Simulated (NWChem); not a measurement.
Molecule: CdH₂Se; SMILES [SeH][CdH]

```xyz
4

Cd     0.0094    -1.0094     0.0000
H      0.0139    -2.6791     0.0000
Se     0.0287     1.4595     0.0000
H     -1.4429     1.5075     0.0000
```
Atoms are numbered in this order, from 1.

The geometry was optimised at PBE0/def2-SVP. def2 effective core potentials on Cd; no spin-orbit coupling.

Symmetry labels are those of Cs in the frame above (b1 and b2, or b-type labels, depend on it).

Task: List the 4 lowest vertical singlet excitations from PBE/def2-SVP with def2 effective core potentials on Cd, full TDDFT (NWChem).

Result: 
| state | energy (eV) | oscillator strength | symmetry | leading excitation (squared amplitude) |
|---|---|---|---|---|
| S1 | 4.06 | 0.000 | a" | HOMO → LUMO (1.00) |
| S2 | 4.43 | 0.027 | a" | HOMO → LUMO+1 (1.00) |
| S3 | 4.72 | 0.021 | a' | HOMO → LUMO+2 (0.92) |
| S4 | 5.35 | 0.002 | a' | HOMO−1 → LUMO (0.96) |
